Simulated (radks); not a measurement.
Results of a calculation; reference values are marked as such.
Cs, configuration [Xe] 6s1. Code: a radial shooting solver on a logarithmic mesh with Libxc functionals. Model: scalar-relativistic Kohn-Sham, PBE, spin-polarised, spherical densities, finite nucleus; open shells are filled with parallel spins first (spin-orbit coupling, left out, can overturn this in heavy ions); Fermi nuclear charge, rms radius 4.8041 fm; hard spherical wall at 5 bohr. Some entries of the table are withheld. Estimate them.

| orbital | occ. | eigenvalue (hartree) | r(max) (bohr) | <1/r> (bohr^-1) |
|---|---|---|---|---|
| 1s up | 1 | -1315.342 | 0.01678 | 59.39 |
| 1s down | 1 | -1315.342 | 0.01678 | 59.39 |
| 2s up | 1 | -206.1920 | 0.09488 | 13.64 |
| 2s down | 1 | -206.1914 | 0.09488 | 13.64 |
| 2p up | 3 | -184.9548 | 0.07619 | 13.00 |
| 2p down | 3 | -184.9542 | 0.07619 | 13.00 |
| 3s up | 1 | -42.73898 | 0.2725 | 4.917 |
| 3s down | 1 | -42.73818 | 0.2725 | 4.917 |
| 3p up | 3 | -35.90381 | 0.2666 | 4.668 |
| 3p down | 3 | -35.90299 | 0.2666 | 4.668 |
| 3d up | 5 | -25.86954 | 0.2204 | 4.423 |
| 3d down | 5 | -25.86878 | 0.2204 | 4.423 |
| 4s up | 1 | -7.93801 | 0.6427 | 2.016 |
| 4s down | 1 | -7.93635 | 0.6427 | 2.016 |
| 4p up | 3 | -5.75347 | 0.6731 | 1.854 |
| 4p down | 3 | -5.75161 | 0.6731 | 1.854 |
| 4d up | 5 | -2.57427 | 0.7210 | 1.582 |
| 4d down | 5 | -2.57164 | 0.7209 | 1.582 |
| 5s up | 1 | -0.84874 | 1.549 | 0.7471 |
| 5s down | 1 | -0.84214 | 1.550 | 0.7488 |
| 5p up | 3 | -0.37050 | 1.793 | 0.6184 |
| 5p down | 3 | -0.36036 | 1.790 | 0.6237 |
| 5d up | 0 | 0.19274 | 2.647 | 0.4444 |
| 5d down | 0 | 0.21517 | 2.571 | 0.4514 |
| 6s up | 1 | 0.26787 | 3.387 | 0.4262 |
| 6s down | 0 | 0.30059 | 3.389 | 0.4254 |
| 6p up | 0 | (1) | (2) | 0.4503 |
| 6p down | 0 | (3) | (4) | 0.4451 |
| 7s up | 0 | (5) | 4.132 | 0.5006 |
| 7s down | 0 | (6) | 4.128 | 0.5026 |

Answer. 
(1) 6p up eigenvalue (hartree): 0.50992
(2) 6p up r(max) (bohr): 3.593
(3) 6p down eigenvalue (hartree): 0.53940
(4) 6p down r(max) (bohr): 3.600
(5) 7s up eigenvalue (hartree): 1.49831
(6) 7s down eigenvalue (hartree): 1.51581
